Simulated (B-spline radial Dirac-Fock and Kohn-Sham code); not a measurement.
**Auger decay of the 3p3/2 hole in Gd²⁺**

System: the Gd²⁺ ion in the configuration [Xe] 4f7 5d1.

Calculated with an atomic code on a B-spline grid, using a relativistic independent-particle model: LDA orbitals of the hole state, radiative multipoles to third order, Auger rates from the Coulomb interaction with a continuum orbital, Dirac-Fock energies. Kinetic energies are configuration averages from the vacuum level; the two-hole energies are estimated from single-hole states.

```
transition  kinetic energy (eV)  width (meV)  share (%)
   M3-M5N3                28.95         1560       23.3
   M3-M4N4                127.8          107        1.6
   M3-M4N5                132.7         93.5        1.4
   M3-M5N4                157.2          466        7.0
   M3-M5N5                163.8          700       10.4
   M3-M4O1                242.4         24.8        0.4
   M3-M4O3                271.9         74.4        1.1
   M3-M5O1                272.8          146        2.2
   M3-M4N6                281.3         95.3        1.4
   M3-M4N7                281.8          144        2.1
   M3-M5O2                297.4          122        1.8
   M3-M5O3                302.4          193        2.9
   M3-M5N6                311.3          937       14.0
   M3-M5N7                312.4         1120       16.8
   M3-N1N3                833.7         58.8        0.9
   M3-N2N3                908.2         69.5        1.0
   M3-N3N3                939.6         98.6        1.5
   M3-N3N4               1068.0          137        2.0
   M3-N3N5               1075.4          183        2.7
   M3-N3O3               1209.6         24.2        0.4
   M3-N3N6               1219.7         43.9        0.7
   M3-N3N7               1220.8         50.7        0.8
```

Coster-Kronig rates are the weakest part of this model and often come out 1.5 to 2.5 times too large. The listed channels hold 96 % of the non-radiative rate. Summed by principal shells, of 6.70 eV in all: MMN 78.0 %, MNN 11.5 %, MMO 8.8 %, MNO 1.6 %.
